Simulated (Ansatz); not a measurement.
`S[Si](S)(S)S` and `[SH][Sn]([SH])([SH])[SH]` differ in one element.

Ansatz, PBE0-D4/def2-TZVP geometries, multiplicity 1. Each molecule was computed in one conformer, which needn't be the lowest.

Elements past krypton have def2 core potentials.

| property | `S[Si](S)(S)S` |
| --- | --- |
| HOMO–LUMO gap (PBE0/def2-TZVPP) / eV | 7.17 |
| HOMO energy (B3LYP/def2-TZVPP) / eV | -7.35 |
| LUMO energy (PBE0/def2-TZVPP) / eV | -0.45 |
| HOMO–LUMO gap (B3LYP/def2-TZVPP) / eV | 6.67 |
| LUMO energy (ωB97M-V/def2-TZVPP) / eV | 1.50 |
| HOMO–LUMO gap (PBE/def2-TZVPP) / eV | 5.02 |

(1) What does the change do to each property? (Best estimate.)

Answers

(1) Ansatz gave: 
```csv
property,`[SH][Sn]([SH])([SH])[SH]`,shift
HOMO–LUMO gap (PBE0/def2-TZVPP) / eV,5.63,-1.54
HOMO energy (B3LYP/def2-TZVPP) / eV,-7.39,-0.04
LUMO energy (PBE0/def2-TZVPP) / eV,-2.03,-1.58
HOMO–LUMO gap (B3LYP/def2-TZVPP) / eV,5.10,-1.57
LUMO energy (ωB97M-V/def2-TZVPP) / eV,-0.10,-1.60
HOMO–LUMO gap (PBE/def2-TZVPP) / eV,3.53,-1.49
```

With PBE0 the HOMO falls by 0.06 eV and the LUMO falls by 1.58 eV, so the gap narrows by about 1.52 eV. PBE moves the HOMO by -0.02 eV and ωB97M-V by -0.09 eV.

B3LYP here is the variant with VWN-RPA as its local correlation; programs differ in this.
